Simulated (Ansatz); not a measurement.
Ansatz (a first-principles code) input:

Ansatz 0.2 input:
```yaml
crystal:
  periodic: [false, false, false]
  atoms:
    - {symbol: O, position_ang: [-0.86192722, -0.56932508, -1.04919995]}
    - {symbol: S, position_ang: [0.08484942, 0.05918503, -0.16627443]}
    - {symbol: O, position_ang: [-0.04464855, 1.46894865, 0.09305561]}
    - {symbol: O, position_ang: [1.37030535, -0.56056654, 0.02058241]}
    - {symbol: H, position_ang: [-0.50903860, -0.39948744, 1.07934020]}
basis:
  gaussian:
    orbitals: def2-TZVP
hamiltonian:
  xc: b3lyp
  dispersion: d3bj
magnetization: {spin_polarized: true, initial_magnetization: 1}
relax: {f_tol: 0.002, max_steps: 150}
```

Problem. What final total energy does it print?

Solution. -624.50265 Eh (B3LYP-D3(BJ)/def2-TZVP). The basis has 136 functions.

It need not be the lowest isomer of its formula.
